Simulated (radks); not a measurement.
Charge is removed step by step from the 3d down level of Xe, starting from [Ar] 3d(up 5, down 5) 4s2 4p6 4d10 5s2 5p6. Method: scalar-relativistic Kohn-Sham, PBEsol, spin-polarised, spherical densities, point nucleus; computed with a radial shooting solver on a logarithmic mesh with Libxc functionals.

removed (e),E - E(0) (eV),eigenvalue (eV),E minus straight line (eV)
0,0.000,-653.54,0.000
0.125,81.979,-659.34,-2.586
0.25,164.69,-665.19,-4.444
0.375,248.13,-671.08,-5.569
0.5,332.30,-677.02,-5.955
0.625,417.23,-683.00,-5.597
0.75,502.90,-689.03,-4.488
0.875,589.33,-695.10,-2.624
1,676.52,-701.21,0.000

Removing the whole electron costs 676.52 eV by Delta-SCF, against 653.54 eV from minus the eigenvalue at the starting occupation. Slater's transition state (half an electron removed) gives 677.02 eV. Integrating minus the eigenvalue over the occupation (Janak's theorem) gives 677.14 eV. In this scalar-relativistic scheme the density is built from large components alone, so the theorem holds only approximately. The mean slope of the eigenvalue, de/dn, is 47.7 eV per electron.
